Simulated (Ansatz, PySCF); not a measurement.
Process, species as SMILES: [Cl][Sb]([Cl])[Cl] -> [Cl][Sb][Cl] + Cl atom (the Cl-Sb bond at the site shown breaks; other sites are not compared here)
Each molecule is optimised on its own at B3LYP-D3(BJ)/def2-TZVP (Ansatz, a program for electronic structure). Frequencies are from Ansatz or PySCF.

Wanted: bond dissociation energy (enthalpy at 298 K, with B3LYP-D3(BJ) rigid-rotor harmonic-oscillator terms), in kcal/mol. Cores are frozen in the correlated levels unless marked. UHF or UKS for open shells. No spin-orbit coupling. Frozen are the shells of the preceding noble gas and the d and f shells that filled before the atom's block. In def2 rows, elements after Kr have scalar-relativistic effective core potentials. STO-3G rows are all-electron and non-relativistic. CBS(X,Y): correlation extrapolated as X^-3; Hartree-Fock from the larger set. The bracket is a focal-point correction in the basis named.

```csv
level,program,bond dissociation energy (kcal/mol)
PBE0/STO-3G,Ansatz,82.3
PBE0/def2-TZVP,Ansatz,(withheld)
TPSSh/def2-TZVPD,PySCF,77.6
CCSD/def2-SVP,Ansatz,65.3
"RI-MP2/CBS(def2-TZVPPD,def2-QZVPPD)+[CCSD(T)-MP2]/def2-TZVPPD",Ansatz,(withheld)
```

Q: Complete the blanks.

A: 
- PBE0/def2-TZVP, bond dissociation energy (kcal/mol): 77.7
- RI-MP2/CBS(def2-TZVPPD,def2-QZVPPD)+[CCSD(T)-MP2]/def2-TZVPPD, bond dissociation energy (kcal/mol): 80.2
